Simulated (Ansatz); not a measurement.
Caution, from a PySCF single point (PBE0-D3(BJ)/def2-TZVPD) at this geometry: the highest occupied level lies above zero, so the state may not be bound. This singlet lies 1.15 eV below the relaxed triplet at the level B3LYP/aug-cc-pVTZ // PBE0-D3(BJ)/def2-TZVPD (Ansatz, an electronic-structure program).

Species: C2H5AlN, SMILES `C=[CH][Al-][NH2]` (lower singlet) (charge -1, multiplicity 1).

Q: Give a relaxed geometry from PBE0-D3(BJ)/def2-TZVPD in Ansatz.

A: Several could match; the one computed here: the end point of this relaxation, one of several conformers (outside a Z-matrix the atoms follow the SMILES, hydrogens last).
Bonds (Å): C1–C2 1.337, C1–H5 1.094, C1–H6 1.092, C2–Al3 2.051, C2–H7 1.102, Al3–N4 1.846, N4–H8 1.009, N4–H9 1.014. Angles (°): C2–C1–H5 124.4, C2–C1–H6 120.6, H5–C1–H6 115.0, C1–C2–Al3 124.4, C1–C2–H7 114.6, Al3–C2–H7 121.0, C2–Al3–N4 96.5, Al3–N4–H8 124.1, Al3–N4–H9 126.2, H8–N4–H9 109.7.
